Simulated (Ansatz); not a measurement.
Mulliken charges of `[SiH3][NH][SnH3]` from r2SCAN/def2-TZVPP in Ansatz (PBE0-D4/def2-TZVP geometry).

| atom | x (Å) | y (Å) | z (Å) | charge (e) |
| --- | --- | --- | --- | --- |
| Si1 | -1.208 | 0.775 | -0.793 | 0.409 |
| N2 | -0.422 | -0.581 | -0.101 | -0.609 |
| Sn3 | 1.387 | -0.600 | 0.810 | 0.703 |
| H4 | -1.701 | 0.504 | -2.173 | -0.095 |
| H5 | -0.200 | 1.869 | -0.843 | -0.088 |
| H6 | -2.380 | 1.261 | -0.007 | -0.100 |
| H7 | -0.943 | -1.440 | -0.012 | 0.140 |
| H8 | 1.740 | -2.243 | 1.098 | -0.121 |
| H9 | 1.308 | 0.276 | 2.276 | -0.123 |
| H10 | 2.503 | 0.127 | -0.253 | -0.115 |

Q: By hand: the dipole of these point charges (1 e Å = 4.8032 D).

A: Σ q r = (0.364, -0.068, 0.203) e Å, of length 0.422 e Å = 2.03 D.

Q: How does the dipole of the full density compare? (An estimate is asked.)

A: The calculation gave: (0.102, -0.232, 0.131) e Å, 1.37 D; the point charges give 1.48 times that, at 49° from its direction.

Point charges leave out the atoms' own dipoles, such as those of lone pairs, and Mulliken's split depends on the basis, so the two needn't agree.
